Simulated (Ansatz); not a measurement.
The first iterations of a band of ClFH2Si + H4OSi (11 atoms, charge 0, multiplicity 1).

Level of theory: RKS r2SCAN/def2-SVP (Ansatz 0.2.0).

| Item | Value |
| --- | --- |
| movable images | 7 |
| climbing image | yes |
| spring | 5.0 eV/Å² |
| optimiser | quadratic models (default) |
| start path | through a guess of the saddle point |
| force threshold | 0.03 eV/Å |
| iteration limit | 60 |
| end points | relaxed |

First end point:

```xyz
11
Properties=species:S:1:pos:R:3
Si 0.583 0.171 -0.032
Cl 0.418 -0.526 1.913
H 2.036 0.259 -0.313
F -0.010 1.670 -0.104
H -0.124 -0.731 -0.965
O -2.385 0.052 0.565
Si -3.552 -1.063 0.122
H -3.105 -2.470 0.364
H -4.828 -0.847 0.871
H -3.782 -0.855 -1.331
H -2.114 0.062 1.493
```

Last end point:

```xyz
11
Properties=species:S:1:pos:R:3
Si -0.160 0.058 -0.574
Cl -0.945 -0.395 3.398
H 0.886 0.426 0.404
F -0.457 1.329 -1.533
H 0.193 -1.088 -1.448
O -1.537 -0.286 0.288
Si -3.088 -0.897 0.026
H -2.982 -2.272 -0.538
H -3.761 -0.921 1.350
H -3.815 -0.013 -0.926
H -1.196 -0.219 2.134
```

| iteration | highest image above the first end (eV) | largest band force component (eV/Å) |
| --- | --- | --- |
| 1 | 2.754 | 9.127 |
| 2 | 1.279 | 4.040 |
| 3 | 1.022 | 3.305 |
| 4 | 0.906 | 0.888 |
| 5 | 0.816 | 0.407 |
| 6 | 0.954 | 0.794 |
| 7 | 0.916 | 0.401 |
| 8 | 0.882 | 0.591 |
| 9 | 0.862 | 0.241 |
| 10 | 0.814 | 0.234 |

**Question.** Does the band converge within its limit, and where does its top end?

**Answer.** It converged. It ended after 30 iterations with the highest image 0.379 eV above the first end. A structure lower than the first end lies on the path between it and the top, so the climb from that side starts below the end, which may itself be a saddle point or a shallow side well. A structure lower than the last end lies on the path between it and the top, so the climb from that side starts below the end, which may itself be a saddle point or a shallow side well. A vibrational analysis at the climbing image gives one clearly imaginary mode, 272i cm⁻¹: a first-order saddle point. The orbitals stay closed-shell, which can raise the energy where a bond breaks towards radicals; this wasn't checked here.

The run took 8.1 min on 4 threads of Arm Neoverse V2, with other jobs on the host, peak memory 0.19 GiB.
